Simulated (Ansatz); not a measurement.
**Cost against result**

Saddle point of BH₃SeOF₂, singlet (BHOF₂ ([OH][B]([F])[F]) + H₂Se → BHSeF₂ ([F][B]([F])[SeH]) + H₂O (still joined by a long B–O bond); bonds formed: B1–Se6, O2–H5; bonds broken: H5–Se6; bonds weakened to dative contacts: B1–O2), PBE0-D4/def2-TZVP structure:

```
8
angstrom
B -0.5466 -0.4114 -0.3077
O 0.5923 0.2829 -0.9973
F -0.3929 -1.7326 -0.2228
F -1.7451 0.0701 -0.6771
H 0.7794 0.8056 0.1528
Se 0.0387 0.5680 1.6893
H 0.2767 0.9097 -1.6605
H 0.9972 -0.4924 2.0233
```

Barriers are electronic and count from the start structure reached by relaxing down the imaginary mode.

Computed with Ansatz 0.2.0 (basis: as named in each row); correlated methods freeze the cores. Filled d shells of the heavier atoms are correlated. The def2 sets are not built for correlating such inner shells, so the correlated values are less sure here. B3LYP uses VWN-RPA correlation. Extrapolation: Hartree–Fock as exp(−7.88 √X), correlation as X^−2.97.

Times are rough, for one single point on 8 threads of a shared host (Arm Neoverse V1).

The estimate by CCSD(T) at an estimated basis limit (MP2 extrapolated from triple and quadruple zeta, plus CCSD(T) − MP2 in triple zeta) is 1.349 eV.

```tsv
method	basis	time (s)	barrier (eV)	method less estimate
HF	STO-3G	under 1	1.477	0.128
PBE-D4	STO-3G	under 1	0.127	-1.221
SPW92	def2-SVP	under 1	0.443	-0.906
PBE-D4	def2-SVP	under 1	0.826	-0.522
B3LYP-D4	6-31G	under 1	1.094	-0.255
PBE0-D4	def2-SVP	under 1	1.035	-0.314
SPW92	def2-TZVPP	under 1	0.615	-0.734
PBE-D4	def2-TZVPP	1	0.969	-0.380
BLYP-D4	def2-TZVPP	1	1.227	-0.122
B3LYP-D4	def2-TZVPP	1	1.347	-0.002
BHLYP-D4	def2-TZVPP	1	1.562	0.213
PBE0-D4	def2-TZVPP	2	1.144	-0.205
CAM-B3LYP-D4	def2-TZVPP	2	1.388	0.039
r2SCAN-D4	def2-TZVPP	2	1.111	-0.237
r2SCAN0-D4	def2-TZVPP	2	1.231	-0.117
RPA on PBE	def2-TZVPP	2	1.354	0.006
wB97M-V	def2-SVP	3	1.172	-0.176
B2PLYP	def2-TZVPP	3	1.371	0.023
PBE-QIDH	def2-TZVPP	3	1.253	-0.096
wB97X-V	def2-TZVPP	4	1.341	-0.008
CCSD(T)	def2-SVP	4	1.489	0.140
B97M-V	def2-TZVPP	4	1.377	0.028
wB97M-V	def2-TZVPP	4	1.322	-0.027
MP2	def2-QZVPP	13	1.248	-0.101
CCSD(T)	def2-TZVPP	91	1.371	0.022
```

All methods are single points on the PBE0-D4 structures.

T1 diagnostic: at most 0.012.

Labels in which every atom is bracketed show which atoms are joined, not bond orders.
